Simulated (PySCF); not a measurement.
**Deuteron quadrupole couplings in `C[C@@]1(F)CCC[Si@H](F)C1`**

Compound: C₆H₁₂F₂Si.
Geometry (GFN2-xTB, Å), atoms numbered from 1 in this order:
```
atom  x, y, z in Å
C1    -1.9380    0.0886    0.6735
C2    -1.1033   -0.1649   -0.5755
F3    -2.0180   -0.3116   -1.6348
C4    -0.2220    1.0278   -0.9597
C5     0.7893    1.4554    0.1014
C6     1.8930    0.4184    0.3183
Si7    1.1707   -1.2962    0.6735
F8     2.2628   -2.4185    0.2611
C9    -0.3161   -1.4662   -0.4848
H10   -2.6767   -0.7028    0.7797
H11   -1.3087    0.0999    1.5577
H12   -2.4629    1.0375    0.5892
H13    0.3068    0.7725   -1.8816
H14   -0.8853    1.8668   -1.1848
H15    0.2752    1.6491    1.0438
H16    1.2383    2.3988   -0.2198
H17    2.5502    0.7577    1.1195
H18    2.5091    0.3670   -0.5828
H19    0.8856   -1.5744    2.0763
H20    0.0312   -1.7198   -1.4895
H21   -0.9901   -2.2682   -0.1812
```

Level: PBE0/pcSseg-1 (PySCF, non-relativistic); Q(2H) = 0.00286 b; rigid geometry, the same for H and D, with no vibrational averaging.

Task: Rank these positions by the coupling χzz of a deuteron there, largest first.
A. H13 (methylene hydrogen)
B. H11 (methyl hydrogen)
C. H19 (Si–H hydrogen)
D. H18 (methylene hydrogen)

Result: B (214 kHz), D (207 kHz), A (202 kHz), C (110 kHz).

Task: Tabulate Vzz, the asymmetry η and χzz = 234.96 MHz × Q × Vzz for every hydrogen position.

Result: 
```json
{"atom": "H10", "bonded to": "C1", "bond length (Å)": "1.088", "Vzz (au)": "0.3131", "η": "0.02", "χzz (kHz)": "210"}
{"atom": "H11", "bonded to": "C1", "bond length (Å)": "1.085", "Vzz (au)": "0.3178", "η": "0.04", "χzz (kHz)": "214"}
{"atom": "H12", "bonded to": "C1", "bond length (Å)": "1.088", "Vzz (au)": "0.3133", "η": "0.02", "χzz (kHz)": "211"}
{"atom": "H13", "bonded to": "C4", "bond length (Å)": "1.093", "Vzz (au)": "0.3003", "η": "0.02", "χzz (kHz)": "202"}
{"atom": "H14", "bonded to": "C4", "bond length (Å)": "1.093", "Vzz (au)": "0.3009", "η": "0.02", "χzz (kHz)": "202"}
{"atom": "H15", "bonded to": "C5", "bond length (Å)": "1.091", "Vzz (au)": "0.3049", "η": "0.01", "χzz (kHz)": "205"}
{"atom": "H16", "bonded to": "C5", "bond length (Å)": "1.093", "Vzz (au)": "0.3014", "η": "0.02", "χzz (kHz)": "203"}
{"atom": "H17", "bonded to": "C6", "bond length (Å)": "1.090", "Vzz (au)": "0.3140", "η": "0.02", "χzz (kHz)": "211"}
{"atom": "H18", "bonded to": "C6", "bond length (Å)": "1.093", "Vzz (au)": "0.3085", "η": "0.03", "χzz (kHz)": "207"}
{"atom": "H19", "bonded to": "Si7", "bond length (Å)": "1.458", "Vzz (au)": "0.1636", "η": "0.02", "χzz (kHz)": "110"}
{"atom": "H20", "bonded to": "C9", "bond length (Å)": "1.093", "Vzz (au)": "0.3071", "η": "0.04", "χzz (kHz)": "206"}
{"atom": "H21", "bonded to": "C9", "bond length (Å)": "1.091", "Vzz (au)": "0.3115", "η": "0.04", "χzz (kHz)": "209"}
```

Task: Average by the element that carries the hydrogen.

Result: on C: 207 kHz over 11 positions, mean bond length 1.091 Å; on Si: 110 kHz over 1 position, mean bond length 1.458 Å.

Task: A static deuteron (I = 1) shows a doublet split by (3/2)χ, (3/4)χ(1 + η) and (3/4)χ(1 − η) with the field along z, y and x of the gradient. What are these for H15?

Result: With |χ| = 204.9 kHz and η = 0.007: 307, 155 and 153 kHz, to first order and without motion.

The structure is a single GFN2-xTB conformer in the gas phase; no vibrational or solvent corrections. GFN2-xTB bond lengths can be off by several hundredths of an ångström, more for odd bonds, and the gradients follow them. The basis is small and wasn't made for field gradients, so the couplings can be 20 % off.
